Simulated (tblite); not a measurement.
Compound: C7H10AlBr.
Numbering: `[CH2:1]=[CH:2][C:3]1=[C:4]([AlH:5][Br:6])[CH2:7][CH2:8][CH2:9]1` (hydrogens: H10, H11 on C1; H12 on C2; H13 on Al5; H14, H15 on C7; H16, H17 on C8; H18, H19 on C9)

Computed with GFN2-xTB (tblite), gas phase: L-BFGS steps from a force-field or distance-geometry start until the largest atomic force falls under 0.01 eV/Å.

Step 2: E = -687.3759 eV
```
atom  x, y, z in Å  |  force x, y, z in eV/Å
C1      2.9115    0.4472   -0.1364   -0.249   0.091   0.001
C2      1.6634    0.9179   -0.1294    0.435   0.215   0.025
C3      0.4901    0.0933   -0.0259   -0.369  -0.312  -0.002
C4     -0.7802    0.5541   -0.0186   -0.160   0.071   0.041
Al5    -1.4223    2.4201   -0.1126   -0.083   0.196  -0.038
Br6    -3.6886    2.8683   -0.0722    0.793  -0.088  -0.013
C7     -1.7830   -0.5869    0.1001    0.436   0.101  -0.024
C8     -0.9365   -1.8762    0.1661    0.264   0.513  -0.104
C9      0.5437   -1.4247    0.0802   -0.393   0.368  -0.030
H10     3.1049   -0.6073   -0.0654    0.151  -0.042  -0.013
H11     3.7515    1.1145   -0.2128    0.077  -0.095   0.004
H12     1.5349    2.0042   -0.1941   -0.326  -0.339   0.008
H13    -0.3828    3.5982   -0.2263   -0.482  -0.165   0.035
H14    -2.3722   -0.4628    1.0096   -0.223   0.022  -0.073
H15    -2.4414   -0.5797   -0.7719   -0.163  -0.035   0.128
H16    -1.1205   -2.3954    1.1004   -0.043  -0.173   0.002
H17    -1.1801   -2.5190   -0.6722   -0.050  -0.207   0.019
H18     1.0170   -1.8435   -0.8078    0.185  -0.039   0.127
H19     1.0809   -1.7131    0.9818    0.199  -0.081  -0.092
```

Step 3: E = -687.4242 eV
```
atom  x, y, z in Å  |  force x, y, z in eV/Å
C1      2.9105    0.4468   -0.1365   -0.076   0.084   0.005
C2      1.6672    0.9182   -0.1267    0.031  -0.052   0.009
C3      0.4839    0.0950   -0.0282   -0.059  -0.152   0.032
C4     -0.7812    0.5654   -0.0176   -0.260  -0.099   0.035
Al5    -1.4318    2.4313   -0.1142    0.422  -0.137  -0.023
Br6    -3.6517    2.8634   -0.0727    0.163   0.041  -0.004
C7     -1.7774   -0.5880    0.1007    0.233   0.314  -0.037
C8     -0.9339   -1.8725    0.1647    0.204   0.459  -0.097
C9      0.5386   -1.4184    0.0802   -0.202   0.253  -0.034
H10     3.1097   -0.6044   -0.0662    0.126  -0.130  -0.006
H11     3.7532    1.1091   -0.2125    0.098  -0.034   0.001
H12     1.5216    1.9934   -0.1940   -0.260  -0.065   0.001
H13    -0.4019    3.5901   -0.2248   -0.344  -0.008   0.017
H14    -2.3786   -0.4622    1.0022   -0.160   0.007   0.001
H15    -2.4456   -0.5808   -0.7632   -0.122  -0.037   0.039
H16    -1.1204   -2.3969    1.0912   -0.045  -0.194   0.172
H17    -1.1802   -2.5218   -0.6646   -0.052  -0.210  -0.116
H18     1.0221   -1.8432   -0.7981    0.153  -0.019   0.013
H19     1.0861   -1.7153    0.9729    0.151  -0.020  -0.009
```

Task: Estimate the geometry and energy of step 4. (The exact step hangs on the optimiser's Hessian estimate; all steps are aligned on step 3, rigid shifts and turns removed.)

Result: E = -687.4422 eV, largest force 0.547 eV/Å
```
atom  x, y, z in Å  |  force x, y, z in eV/Å
C1      2.9110    0.4473   -0.1365   -0.106   0.016   0.013
C2      1.6664    0.9167   -0.1254    0.019  -0.110  -0.005
C3      0.4816    0.0947   -0.0287   -0.101   0.010   0.040
C4     -0.7855    0.5687   -0.0166   -0.009  -0.104   0.015
Al5    -1.4282    2.4333   -0.1153    0.486  -0.250  -0.012
Br6    -3.6347    2.8622   -0.0730   -0.058   0.083  -0.001
C7     -1.7727   -0.5832    0.1005   -0.059   0.232  -0.010
C8     -0.9302   -1.8648    0.1628   -0.010   0.084  -0.010
C9      0.5344   -1.4126    0.0798    0.082   0.068  -0.020
H10     3.1135   -0.6050   -0.0667    0.096  -0.082  -0.007
H11     3.7554    1.1062   -0.2123    0.098   0.005  -0.001
H12     1.5119    1.9884   -0.1940   -0.221   0.013   0.001
H13    -0.4152    3.5869   -0.2239   -0.218   0.104   0.003
H14    -2.3836   -0.4618    0.9990   -0.089   0.007  -0.010
H15    -2.4491   -0.5818   -0.7589   -0.073  -0.020   0.022
H16    -1.1209   -2.4003    1.0897   -0.001  -0.057   0.044
H17    -1.1809   -2.5260   -0.6630   -0.007  -0.065  -0.040
H18     1.0265   -1.8433   -0.7937    0.096   0.027   0.007
H19     1.0904   -1.7164    0.9688    0.075   0.037  -0.030
```

The energy changes by -0.0180 eV. The first-order estimate −F·Δx gives -0.0268 eV and the mean of the old and new forces, exact on a quadratic surface, -0.0179 eV. The step makes an angle of 44° with the force vector and moves no atom by more than 0.017 Å.

What follows is the cost of the whole relaxation. Hardware: an Arm Neoverse N1 with one thread (shared host). Cost: 0.85 s.
